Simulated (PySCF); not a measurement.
Bi(Cl)(OH)2 (BiClH2O2), SMILES [Cl][Bi]([OH])[OH]. Heavy atoms are numbered as in [Bi:1]([Cl:2])([OH:3])[OH:5]. Hydrogens are named by the atom that carries them.

Geometry optimised at B3LYP-D3(BJ)/def2-SVP. The def2 effective core potentials stand for the cores of Bi; spin–orbit coupling is left out. One conformer was computed; it need not be the lowest.

All values below come from ωB97X/def2-TZVPD (PySCF).

Mulliken values depend strongly on the basis, most of all with diffuse functions as here. ESP charges are fitted to the potential on shells at 1.4 to 2.0 van der Waals radii. Atomic charges (e), one atom of each kind:

| atom | Mulliken | ESP fit |
|---|---|---|
| Bi1 | 1.32 | 0.93 |
| Cl2 | -0.47 | -0.35 |
| O3 (OH) | -0.74 | -0.64 |
| H on O3 | 0.31 | 0.35 |
